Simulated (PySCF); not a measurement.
Multinuclear NMR of C5H15NOSi

Bonds (- single, = double, # triple, : aromatic): C1-O2, O2-Si3, Si3-N4, N4-C5, C5-C6, C5-C7, C5-C8. C1 carries H9, H10, H11; Si3 carries H12, H13; N4 carries H14; C6 carries H15, H16, H17; C7 carries H18, H19, H20; C8 carries H21, H22, H23.

PySCF 2.14 calculation with GIAO PBE0/pcSseg-1 shieldings and coordinates at the GFN2-xTB level; fast rotation and ring inversion assumed for equivalent nuclei, one conformer, non-relativistic, no solvent model.

Q: Predict the ²⁹Si NMR data.

A: 
```
atoms                  environment  σ (ppm)  δ (ppm)
  Si3  silicon bonded to N, O, 2 H    382.5    -34.4
```

Shieldings were converted by a linear fit to measured shifts: ²⁹Si: δ = 279.94 − 0.822σ (rms 8.9 ppm, 72 shifts, 25.8 ppm with the 6 outliers that the fit left out vs TMS, solution or neat liquid). Occasional misses reach two or three times the rms, and more in compound classes unlike the fitted ones.

On a 500 MHz spectrometer ²⁹Si resonates near 99.3 MHz, so 1 ppm is 99.3 Hz.

Q: What are the ¹⁵N shifts?

A: 
```tsv
atoms	environment	σ (ppm)	δ (ppm)
N4	nitrogen bonded to C, Si, H	202.1	-334.2
```

Shieldings were converted by a linear fit to measured shifts: ¹⁵N: δ = -148.07 − 0.921σ (rms 6.3 ppm, 71 shifts vs CH3NO2, solution or neat liquid). A few per cent of atoms miss by over 2 rms, more outside the fitted compound classes.

On a 400 MHz spectrometer ¹⁵N resonates near 40.5 MHz, so 1 ppm is 40.5 Hz.

Q: What are the ¹⁷O shifts?

A: 
```csv
atoms,environment,σ (ppm),δ (ppm)
O2,"oxygen bonded to C, Si",330.7,-34.5
```

Shieldings were converted by a linear fit to measured shifts: ¹⁷O (scatter 10.7 ppm rms, 12.2 ppm with the 3 outliers that the fit left out vs liquid water, solution or neat liquid). Occasional misses reach two or three times the rms, and more in compound classes unlike the fitted ones.

On a 300 MHz spectrometer ¹⁷O resonates near 40.7 MHz, so 1 ppm is 40.7 Hz.
